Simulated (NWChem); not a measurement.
System: C3H8Be; SMILES [CH](C)([BeH])C

NWChem printed, in part:

```
             Northwest Computational Chemistry Package (NWChem) 7.3.0
             --------------------------------------------------------

 C1  symmetry detected

                             Geometry "geometry" -> ""
                             -------------------------

 Output coordinates in angstroms (scale by  1.889725989 to convert to a.u.)

  No.       Tag          Charge          X              Y              Z
 ---- ---------------- ---------- -------------- -------------- --------------
    1 Be                   4.0000     1.79196802     0.07963169     0.07116669
    2 H                    1.0000     2.94058660     0.13547831     0.63236326
    3 C                    6.0000     0.14364969     0.00377925    -0.45615093
    4 C                    6.0000    -0.59546951     1.22138651     0.13474874
    5 C                    6.0000    -0.49053499    -1.26848330     0.13591200
    6 H                    1.0000    -0.12678411    -0.00815858    -1.51946847
    7 H                    1.0000    -1.67205893     1.14008868    -0.03366753
    8 H                    1.0000    -0.43578884     1.29876930     1.21021073
    9 H                    1.0000    -0.25320148     2.14909974    -0.32104159
   10 H                    1.0000    -0.07140489    -2.16453284    -0.31902487
   11 H                    1.0000    -1.57013978    -1.27821471    -0.03253725
   12 H                    1.0000    -0.32495176    -1.33115135     1.21144007

 Effective nuclear repulsion energy (a.u.)     102.6348568527

                                Z-matrix (autoz)
                                --------

 Units are Angstrom for bonds and degrees for angles

[...]

      ----------------------
      Optimization converged
      ----------------------

  Step       Energy      Delta E   Gmax     Grms     Xrms     Xmax
  ---- ---------------- -------- -------- -------- -------- --------
@   16    -133.54585141  2.1D-08  0.00003  0.00001  0.00052  0.00180
                                     ok       ok       ok       ok

                                Z-matrix (autoz)
                                --------

 Units are Angstrom for bonds and degrees for angles

[...]

 Rotational Constants
 --------------------
 A=   0.276251 cm-1  (  0.397454 K)
 B=   0.267448 cm-1  (  0.384789 K)
 C=   0.154288 cm-1  (  0.221980 K)

 Temperature                      =   298.15K
 frequency scaling parameter      =   1.0000

 Zero-Point correction to Energy  =   61.104 kcal/mol  (  0.097376 au)
 Thermal correction to Energy     =   64.941 kcal/mol  (  0.103490 au)
 Thermal correction to Enthalpy   =   65.533 kcal/mol  (  0.104434 au)

 Total Entropy                    =   73.628 cal/mol-K
   - Translational                =   37.813 cal/mol-K (mol. weight =  53.0748)
   - Rotational                   =   24.452 cal/mol-K (symmetry #  =        1)
   - Vibrational                  =   11.363 cal/mol-K

 Cv (constant volume heat capacity) =   21.171 cal/mol-K
   - Translational                  =    2.979 cal/mol-K
   - Rotational                     =    2.979 cal/mol-K
   - Vibrational                    =   15.212 cal/mol-K

[normal modes left out]

 ----------------------------------------------------------------------------
 Normal Eigenvalue ||           Projected Infra Red Intensities
  Mode   [cm**-1]  || [atomic units] [(debye/angs)**2] [(KM/mol)] [arbitrary]
 ------ ---------- || -------------- ----------------- ---------- -----------
    1       -0.000 ||    0.000051           0.001         0.049       0.024
    2       -0.000 ||    0.000009           0.000         0.009       0.004
    3       -0.000 ||    0.000200           0.005         0.195       0.096
    4        0.000 ||    0.000054           0.001         0.052       0.026
    5        0.000 ||    0.000055           0.001         0.054       0.026
    6        0.000 ||    0.000038           0.001         0.037       0.018
    7      164.460 ||    0.000802           0.019         0.782       0.383
    8      191.802 ||    0.001312           0.030         1.279       0.627
    9      229.340 ||    0.000008           0.000         0.008       0.004
   10      276.875 ||    0.000588           0.014         0.573       0.281
   11      342.967 ||    0.000447           0.010         0.436       0.214
   12      592.118 ||    0.110425           2.548       107.648      52.796
   13      602.153 ||    0.128881           2.973       125.640      61.620
   14      734.502 ||    0.024163           0.557        23.555      11.553
   15      883.618 ||    0.004514           0.104         4.401       2.158
   16      890.314 ||    0.015767           0.364        15.371       7.538
   17      929.729 ||    0.038192           0.881        37.232      18.260
   18      952.446 ||    0.000888           0.020         0.865       0.424
   19     1054.781 ||    0.008950           0.206         8.725       4.279
   20     1135.883 ||    0.000758           0.017         0.739       0.362
   21     1200.005 ||    0.008523           0.197         8.308       4.075
   22     1253.644 ||    0.000195           0.004         0.190       0.093
   23     1331.364 ||    0.000000           0.000         0.000       0.000
   24     1350.650 ||    0.001160           0.027         1.131       0.555
   25     1405.192 ||    0.001065           0.025         1.039       0.509
   26     1423.743 ||    0.012032           0.278        11.729       5.753
   27     1423.951 ||    0.006905           0.159         6.731       3.301
   28     1434.173 ||    0.003974           0.092         3.874       1.900
   29     2103.695 ||    0.172624           3.983       168.283      82.534
   30     2895.087 ||    0.023038           0.532        22.459      11.015
   31     2934.728 ||    0.043521           1.004        42.426      20.808
   32     2934.986 ||    0.040210           0.928        39.198      19.225
   33     3008.674 ||    0.047526           1.096        46.331      22.723
   34     3010.661 ||    0.005355           0.124         5.220       2.560
   35     3035.909 ||    0.030237           0.698        29.477      14.457
   36     3035.953 ||    0.020494           0.473        19.978       9.798
 ----------------------------------------------------------------------------
```

Level: PBE-D3(BJ)/def2-SVP. 

**Question.** Reconstruct the input file.

**Answer.** One answer among several that fit: the input that was run:
```
start job
memory heap 200 mb stack 900 mb global 1100 mb
geometry units angstroms
  Be    -0.075531     0.529105     1.649097
  H      0.267094     0.594471     2.880243
  C     -0.351987     0.276251    -0.042177
  C     -0.602048    -1.230099    -0.257598
  C      0.933813     0.656098    -0.799683
  H     -1.163153     0.782006    -0.580826
  H     -0.625039    -1.470344    -1.323324
  H      0.184177    -1.831882     0.198266
  H     -1.551943    -1.537676     0.176729
  H      1.108896     1.730109    -0.762418
  H      0.866677     0.361638    -1.849827
  H      1.806428     0.160410    -0.374310
end
basis spherical
  * library def2-svp
end
dft
  xc xpbe96 cpbe96
  disp vdw 4
  iterations 150
end
driver
  maxiter 120
end
task dft optimize
task dft freq
```
